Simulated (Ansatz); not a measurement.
Species: CBr₂ (charge +1, doublet). SMILES of the parent species: Br[C]Br
Coordinates optimised at B3LYP-D3(BJ)/def2-TZVP (Ansatz, a program for electronic structure):
```xyz
3

C      0.0572    -0.0387     0.5872
Br     0.8920     1.3658    -0.0478
Br    -0.9018    -1.3591    -0.0528
```
Charge +1, spin multiplicity 2.

Problem. Give the harmonic wavenumbers at B3LYP-D3(BJ)/def2-TZVP (Ansatz, finite differences of forces, unscaled).

Solution. 217, 549, 1046 cm⁻¹. Zero-point energy 2.6 kcal/mol.

Problem. From these and the geometry, give the ideal-gas thermochemistry at 298.15 K and 1 atm (rigid rotor, harmonic oscillator).

Solution. Point group C2v, rotational symmetry number 2. Rotational constants 109.8, 1.189, 1.176 GHz. S(trans) 41.33, S(rot) 23.78, S(vib) 2.61, S(elec, spin only) 1.38, S 69.1 cal/(mol K). H(298) - H(0) 2.84 kcal/mol; G - E(el) -15.2 kcal/mol.
